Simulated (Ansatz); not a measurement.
Stepwise reaction of `C[O][Al]([NH2])[O]C` with hydrogen chloride, as a gas-phase model of exchange steps in deposition or etching. ΔE in kJ/mol.

Gas-phase electronic energies from Ansatz, PBE0-D4/def2-TZVP geometries. CCSD(T)/CBS is the MP2 limit (def2-TZVPP, def2-QZVPP) plus CCSD(T) − MP2 in def2-TZVPP, frozen cores. This one scheme is used for every species. DFT in def2-TZVPP. B3LYP here is the variant with VWN-RPA as its local correlation; programs differ in this. One conformer a species, not always the lowest.

```tsv
step	reaction	PBE-D4	B3LYP-D4	ωB97M-V	CCSD(T)/CBS
2	`C[O][Al]([NH2])[Cl]` + HCl → `[NH2][Al]([Cl])[Cl]` + CH₃OH	-31.4	-25.0	-29.3	-29.5
```

(1) Give the row of step 1, `C[O][Al]([NH2])[O]C` + HCl → `C[O][Al]([NH2])[Cl]` + CH₃OH. (Estimate.)

(2) By hand: ΔE of the 2 steps together at CCSD(T)/CBS.

Answers

(1) Ansatz gave: 
```tsv
step	reaction	PBE-D4	B3LYP-D4	ωB97M-V	CCSD(T)/CBS
1	`C[O][Al]([NH2])[O]C` + HCl → `C[O][Al]([NH2])[Cl]` + CH₃OH	-43.1	-36.8	-42.0	-41.7
```

(2) (-41.7) + (-29.5) = -71.2 kJ/mol, or -35.6 kJ/mol a step.

In ΔE each step is higher than the one before. All are downhill at CCSD(T)/CBS. PBE-D4 differs from CCSD(T)/CBS by -1.9 to -1.4 kJ/mol a step. Isolated molecules leave out the surface, adducts and barriers. Largest T1 diagnostic: 0.011.
